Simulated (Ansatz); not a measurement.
Consider the redistribution: `[SiH3][AlH][PH2]` + `F[SiH]([SiH3])C[SiH3]` → `F[SiH]([SiH3])P` + `[SiH3][CH2][AlH][SiH3]`.

Calculated with Ansatz (gas phase, PBE0-D4/def2-TZVP geometries, no zero-point term in ΔE). CCSD(T)/CBS adds triple-zeta CCSD(T) − MP2 to the extrapolated MP2 energy (def2 sets, frozen cores). DFT in def2-TZVPP. B3LYP here is the variant with VWN-RPA as its local correlation; programs differ in this. Each species was taken in one conformer, which may not be the lowest.

`[SiH3][AlH][PH2]`:

```xyz
9

Si   -0.257    0.417   -1.703
Al   -0.558    0.301    0.731
P     0.403   -1.433    1.943
H     0.495   -0.754   -2.236
H     0.510    1.643   -2.069
H    -1.562    0.484   -2.422
H    -1.493    1.328    1.503
H     1.637   -1.386    1.243
H     0.826   -0.599    3.011
```

`F[SiH]([SiH3])C[SiH3]`:

```xyz
14

F     2.050    1.040    1.564
Si    1.072    0.034    0.773
Si   -0.903   -0.204    2.016
C     0.764    0.704   -0.933
Si   -0.460   -0.292   -1.948
H     1.785   -1.268    0.673
H    -1.711   -1.317    1.448
H    -1.711    1.045    1.962
H    -0.589   -0.517    3.436
H     0.384    1.729   -0.851
H     1.718    0.749   -1.470
H    -1.819   -0.174   -1.357
H    -0.078   -1.729   -1.961
H    -0.503    0.201   -3.349
```

`F[SiH]([SiH3])P`:

Cartesian coordinates in Å:
```
F 0.886 0.135 -2.185
Si 0.697 0.463 -0.621
Si -1.559 0.192 -0.058
P 2.087 -0.871 0.544
H 1.156 1.861 -0.396
H -1.716 0.543 1.380
H -2.451 1.061 -0.871
H -1.949 -1.230 -0.251
H 1.141 -1.920 0.697
H 1.708 -0.235 1.760
```

`[SiH3][CH2][AlH][SiH3]`:

```xyz
13

Si    1.307   -1.832    1.251
C     0.100   -1.044    0.071
Al    0.096    0.914    0.086
Si   -1.470    2.106   -1.388
H     1.275   -3.321    1.210
H     2.694   -1.397    0.929
H     1.007   -1.408    2.647
H     0.310   -1.375   -0.954
H    -0.919   -1.390    0.289
H     1.097    1.699    1.042
H    -1.379    3.591   -1.297
H    -2.880    1.726   -1.074
H    -1.238    1.731   -2.814
```

| level | ΔE (kJ/mol) | difference from CCSD(T)/CBS |
| --- | --- | --- |
| PBE-D4 | 31.3 | -2.2 |
| B3LYP-D4 | 32.0 | -1.5 |
| ωB97X-V | 33.0 | -0.5 |
| ωB97M-V | 32.4 | -1.1 |
| B2PLYP | 31.4 | -2.1 |
| r2SCAN | 32.0 | -1.5 |
| PBE0 | 31.6 | -1.9 |
| HF/def2-TZVPP | 33.7 | 0.2 |
| MP2/def2-TZVPP | 34.5 | 1.0 |
| SCS-MP2/def2-TZVPP | 33.5 | 0.0 |
| CCSD/def2-TZVPP | 34.8 | 1.3 |
| HF/def2-QZVPP | 33.3 | -0.2 |
| MP2/def2-QZVPP | 33.6 | 0.1 |
| SCS-MP2/def2-QZVPP | 32.7 | -0.8 |
| HF/CBS(def2) | 33.2 | -0.3 |
| MP2/CBS(def2) | 33.1 | -0.4 |
| CCSD(T)/CBS | 33.5 | 0 |

Largest T1 diagnostic among the species: 0.014.
